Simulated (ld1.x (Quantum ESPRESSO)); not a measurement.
u(r) = r·R(r): atom against pseudo-atom (F)

Columns: radius, all-electron u(r) and pseudo u(r) of the 2s shell (level -29.90 eV) of fluorine in the configuration [He] 2s2 2p5; PBE, scalar-relativistic, TM scheme, ld1.x (Quantum ESPRESSO) 7.5.

```
r (bohr)  all-electron   pseudo
   0.089        0.4522  -0.1297
   0.178        0.2579  -0.2633
   0.267       -0.0962  -0.4042
   0.356       -0.4312  -0.5533
   0.445       -0.6915  -0.7053
   0.534       -0.8689  -0.8455
   0.623       -0.9731  -0.9531
   0.712       -1.0193  -1.0121
   0.801       -1.0229  -1.0220
   0.890       -0.9967  -0.9967
   0.979       -0.9511  -0.9511
   1.068       -0.8936  -0.8936
   1.157       -0.8297  -0.8297
   1.246       -0.7635  -0.7635
   1.335       -0.6975  -0.6975
   1.424       -0.6336  -0.6336
   1.513       -0.5729  -0.5729
   1.602       -0.5161  -0.5161
   1.691       -0.4634  -0.4634
   1.780       -0.4150  -0.4150
   1.869       -0.3709  -0.3709
   1.958       -0.3308  -0.3308
   2.047       -0.2946  -0.2946
   2.136       -0.2620  -0.2620
   2.225       -0.2328  -0.2328
   2.314       -0.2066  -0.2066
```

Q: How many radial nodes do the two functions have?

A: The all-electron 2s function has n − l − 1 = 1; the pseudo-wave has 0, since the states of the same l below it are removed with the core.

Q: At about which radius was the pseudo-wave matched?

A: 0.92 bohr, where the columns begin to agree (steps of 0.09 bohr).

Q: Is the pseudo-wave norm-conserving?

A: Yes: the TM scheme keeps the norm inside the radius equal to the all-electron one, which fixes the energy derivative of the logarithmic derivative at the level.
